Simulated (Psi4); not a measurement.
Psi4 input (wB97X-D/6-311+G**):

```
memory 1500 MB

molecule {
-1 2
Si   -0.00897005   -0.01185831    1.03191828
Cl    1.13086683    1.29297351   -0.40030734
Cl   -1.12347973   -1.28320784   -0.44950771
symmetry c1
no_reorient
no_com
}

set {
  basis 6-311+G**
  reference uks
  scf_type pk
  dft_radial_points 99
  dft_spherical_points 590
  e_convergence 1e-8
  d_convergence 1e-7
  maxiter 150
}

e = energy('wb97x-d')
print_out(f'\nFINAL {e:.10f} DIPOLE {variable("CURRENT DIPOLE")[0]:.6f} {variable("CURRENT DIPOLE")[1]:.6f} {variable("CURRENT DIPOLE")[2]:.6f}\n')
```

Task: What final total energy does it give?

Result: -1210.01952 Eh.
